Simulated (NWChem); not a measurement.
Everything below was run with NWChem. System: CHF, charge 0, spin multiplicity 1, at a geometry optimised with B3LYP/def2-SVP. The structure started from a generated list of species. Level: B3LYP/cc-pVDZ, VWN1-RPA local correlation.

NWChem printed:

```
             Northwest Computational Chemistry Package (NWChem) 7.3.0
             --------------------------------------------------------

                                NWChem Input Module
                                -------------------

 Scaling coordinates for geometry "geometry" by  1.889725989
 (inverse scale =  0.529177249)

 Turning off AUTOSYM since
 SYMMETRY directive was detected!

                             Geometry "geometry" -> ""
                             -------------------------

 Output coordinates in angstroms (scale by  1.889725989 to convert to a.u.)

  No.       Tag          Charge          X              Y              Z
 ---- ---------------- ---------- -------------- -------------- --------------
    1 C                    6.0000     0.56061400    -0.45268500     0.00000000
    2 F                    9.0000    -0.52655900     0.26421900     0.00000000
    3 H                    1.0000     1.37534300     0.33813400     0.00000000

 Effective nuclear repulsion energy (a.u.)      27.2415741339

            Nuclear Dipole moment (a.u.)
            ----------------------------
        X                 Y               Z
 ---------------- ---------------- ----------------
    -0.0000075589    -0.0000094486     0.0000000000

      Symmetry information
      --------------------

 Group name             Cs
 Group number              2
 Group order               2
 No. of unique centers     3

      Symmetry unique atoms

     1    2    3


 Summary of "ao basis" -> "" (spherical)
 ------------------------------------------------------------------------------
       Tag                 Description            Shells   Functions and Types
 ---------------- ------------------------------  ------  ---------------------
 *                          cc-pvdz                   on all atoms

                                 NWChem DFT Module
                                 -----------------

 Summary of "ao basis" -> "ao basis" (spherical)
 ------------------------------------------------------------------------------
       Tag                 Description            Shells   Functions and Types
 ---------------- ------------------------------  ------  ---------------------
 C                          cc-pvdz                  6       14   3s2p1d
 F                          cc-pvdz                  6       14   3s2p1d
 H                          cc-pvdz                  3        5   2s1p

 Summary of "ao basis" -> "ao basis" (spherical)
 ------------------------------------------------------------------------------
       Tag                 Description            Shells   Functions and Types
 ---------------- ------------------------------  ------  ---------------------
 C                          cc-pvdz                  6       14   3s2p1d
 F                          cc-pvdz                  6       14   3s2p1d
 H                          cc-pvdz                  3        5   2s1p

      Symmetry analysis of basis
      --------------------------

        a'         24
        a"          9

            General Information
            -------------------
          SCF calculation type: DFT
          Wavefunction type:  closed shell.
          No. of atoms     :     3
          No. of electrons :    16
           Alpha electrons :     8
            Beta electrons :     8
          Charge           :     0
          Spin multiplicity:     1
          Use of symmetry is: on ; symmetry adaption is: on
          Maximum number of iterations: 100
          AO basis - number of functions:    33
                     number of shells:    15
          Convergence on energy requested:  1.00D-06
          Convergence on density requested:  1.00D-05
          Convergence on gradient requested:  5.00D-04

              XC Information
              --------------
                         B3LYP Method XC Potential
                     Hartree-Fock (Exact) Exchange  0.200
                        Slater Exchange Functional  0.800 local
                    Becke 1988 Exchange Functional  0.720 non-local
              Lee-Yang-Parr Correlation Functional  0.810
                  VWN I RPA Correlation Functional  0.190 local
[...]
      Superposition of Atomic Density Guess
      -------------------------------------

 Sum of atomic energies:        -137.54929130

      Non-variational initial energy
      ------------------------------

 Total energy =    -137.827762
 1-e energy   =    -244.040813
 2-e energy   =      78.971477
 HOMO         =      -0.213285
 LUMO         =      -0.052934

      Symmetry analysis of molecular orbitals - initial
      -------------------------------------------------

  Numbering of irreducible representations:

     1 a'          2 a"

  Orbital symmetries:

     1 a'          2 a'          3 a'          4 a'          5 a'
     6 a"          7 a'          8 a'          9 a"         10 a'
    11 a'         12 a'         13 a"         14 a'         15 a'
    16 a'         17 a"         18 a'

------------------------------------------------------------
EAF file 0: "./mol.aoints.0" size=524288 bytes
------------------------------------------------------------
               write      read    awrite     aread      wait
               -----      ----    ------     -----      ----
     calls:        1         0         0         0         0
   data(b): 5.24e+05  0.00e+00  0.00e+00  0.00e+00
   time(s): 0.00e+00  0.00e+00  0.00e+00  0.00e+00  0.00e+00
rate(mb/s): 0.00e+00  0.00e+00
------------------------------------------------------------

   convergence    iter        energy       DeltaE   RMS-Dens  Diis-err    time
 ---------------- ----- ----------------- --------- --------- ---------  ------
 d= 0,ls=0.0,diis     1   -138.3644074249 -1.66D+02  2.42D-02  3.79D-01     0.2
 d= 0,ls=0.0,diis     2   -138.3269614272  3.74D-02  1.31D-02  8.74D-01     0.2
 d= 0,ls=0.0,diis     3   -138.4079902633 -8.10D-02  3.05D-03  3.93D-02     0.2
 d= 0,ls=0.0,diis     4   -138.4109007248 -2.91D-03  1.13D-03  1.79D-03     0.2
 d= 0,ls=0.0,diis     5   -138.4110881170 -1.87D-04  1.44D-04  2.47D-05     0.2
  Resetting Diis
 d= 0,ls=0.0,diis     6   -138.4110917799 -3.66D-06  1.83D-05  1.46D-07     0.2
 d= 0,ls=0.0,diis     7   -138.4110918045 -2.45D-08  3.40D-06  7.58D-09     0.3

         Total DFT energy =     -138.411091804481
      One electron energy =     -244.330208521986
           Coulomb energy =       94.832171003568
    Exchange-Corr. energy =      -16.154628419935
 Nuclear repulsion energy =       27.241574133872

 Numeric. integr. density =       15.999999151865

     Total iterative time =      0.2s

                  Occupations of the irreducible representations
                  ----------------------------------------------

                     irrep           alpha         beta
                     --------     --------     --------
                     a'                7.0          7.0
                     a"                1.0          1.0

                       DFT Final Molecular Orbital Analysis
                       ------------------------------------

 Vector    6  Occ=2.000000D+00  E=-5.065916D-01  Symmetry=a"
              MO Center= -4.0D-01,  1.8D-01,  3.0D-18, r^2= 6.2D-01
   Bfn.  Coefficient  Atom+Function         Bfn.  Coefficient  Atom+Function
  ----- ------------  ---------------      ----- ------------  ---------------
    20      0.628019  2 F  pz                23      0.403139  2 F  pz
     6      0.193215  1 C  pz                 9      0.110972  1 C  pz
    13      0.031117  1 C  d  1              11      0.029203  1 C  d -1

 Vector    7  Occ=2.000000D+00  E=-4.626620D-01  Symmetry=a'
              MO Center=  1.1D-01, -4.1D-02,  8.3D-16, r^2= 1.3D+00
   Bfn.  Coefficient  Atom+Function         Bfn.  Coefficient  Atom+Function
  ----- ------------  ---------------      ----- ------------  ---------------
    18      0.484707  2 F  px                21      0.301781  2 F  px
     3     -0.238997  1 C  s                 19      0.232151  2 F  py
     4     -0.222325  1 C  px                29     -0.205435  3 H  s
     2     -0.190931  1 C  s                 22      0.159698  2 F  py
     5      0.123274  1 C  py                30     -0.086716  3 H  s

 Vector    8  Occ=2.000000D+00  E=-2.450197D-01  Symmetry=a'
              MO Center=  5.0D-01, -5.4D-01,  3.4D-16, r^2= 1.3D+00
   Bfn.  Coefficient  Atom+Function         Bfn.  Coefficient  Atom+Function
  ----- ------------  ---------------      ----- ------------  ---------------
     3      0.502224  1 C  s                  5     -0.470202  1 C  py
    19      0.293567  2 F  py                29     -0.268943  3 H  s
     8     -0.266739  1 C  py                22      0.227114  2 F  py
     2      0.209037  1 C  s                 30     -0.177241  3 H  s
     4     -0.081352  1 C  px                18      0.076400  2 F  px

 Vector    9  Occ=0.000000D+00  E=-9.900611D-02  Symmetry=a"
              MO Center=  4.8D-01, -3.7D-01, -1.8D-17, r^2= 1.3D+00
   Bfn.  Coefficient  Atom+Function         Bfn.  Coefficient  Atom+Function
  ----- ------------  ---------------      ----- ------------  ---------------
     6      0.599900  1 C  pz                 9      0.537052  1 C  pz
    20     -0.297919  2 F  pz                23     -0.265267  2 F  pz
    33      0.025500  3 H  pz

 Vector   10  Occ=0.000000D+00  E= 8.388236D-02  Symmetry=a'
              MO Center=  1.4D+00,  4.6D-01, -9.3D-16, r^2= 2.5D+00
   Bfn.  Coefficient  Atom+Function         Bfn.  Coefficient  Atom+Function
  ----- ------------  ---------------      ----- ------------  ---------------
    30      1.890022  3 H  s                  3     -1.129162  1 C  s
     7     -0.687706  1 C  px                 8     -0.535014  1 C  py
     4     -0.307786  1 C  px                 5     -0.236899  1 C  py
     2     -0.132495  1 C  s                 17     -0.091542  2 F  s
    29      0.090515  3 H  s                 22      0.078698  2 F  py

 Vector   11  Occ=0.000000D+00  E= 1.554610D-01  Symmetry=a'
              MO Center=  4.9D-01, -3.3D-01,  6.6D-16, r^2= 2.2D+00
   Bfn.  Coefficient  Atom+Function         Bfn.  Coefficient  Atom+Function
  ----- ------------  ---------------      ----- ------------  ---------------
     3      0.897475  1 C  s                 17     -0.868617  2 F  s
     7     -0.828968  1 C  px                 8      0.612297  1 C  py
    21     -0.375688  2 F  px                30     -0.361341  3 H  s
     4     -0.312994  1 C  px                18     -0.253968  2 F  px
    22      0.254103  2 F  py                 5      0.234621  1 C  py

 center of mass
 --------------
 x =  -0.11160827 y =  -0.00423345 z =   0.00000000

 moments of inertia (a.u.)
 ------------------
          13.928805546336          18.655641493350           0.000000000000
          18.655641493350          38.688066874802           0.000000000000
           0.000000000000           0.000000000000          52.616872421138

     Multipole analysis of the density
     ---------------------------------

     L   x y z        total         alpha         beta         nuclear
     -   - - -        -----         -----         ----         -------
     0   0 0 0     -0.000000     -8.000000     -8.000000     16.000000

     1   1 0 0      0.196302      0.098155      0.098155     -0.000008
     1   0 1 0      0.514392      0.257201      0.257201     -0.000009
     1   0 0 1      0.000000      0.000000      0.000000      0.000000

     2   2 0 0     -7.902747    -15.151438    -15.151438     22.400130
     2   1 1 0      0.669296      4.458836      4.458836     -8.248377
     2   1 0 1      0.000000      0.000000      0.000000      0.000000
     2   0 2 0     -9.927151     -8.484970     -8.484970      7.042789
     2   0 1 1     -0.000000     -0.000000     -0.000000      0.000000
     2   0 0 2     -7.495107     -3.747554     -3.747554      0.000000

 Task  times  cpu:        0.2s     wall:        0.2s

 Total times  cpu:        0.3s     wall:        0.3s
```

Task: Write an NWChem input that would produce this output.

Result: Several could match; the one computed here: 
```
start mol
memory heap 200 mb stack 900 mb global 1100 mb
geometry units angstroms nocenter noautoz
  C      0.560614    -0.452685     0.000000
  F     -0.526559     0.264219     0.000000
  H      1.375343     0.338134     0.000000
  symmetry group Cs
end
basis spherical
  * library cc-pvdz
end
dft
  xc b3lyp
  semidirect memsize 60000000 filesize 0
  iterations 100
end
task dft energy
```
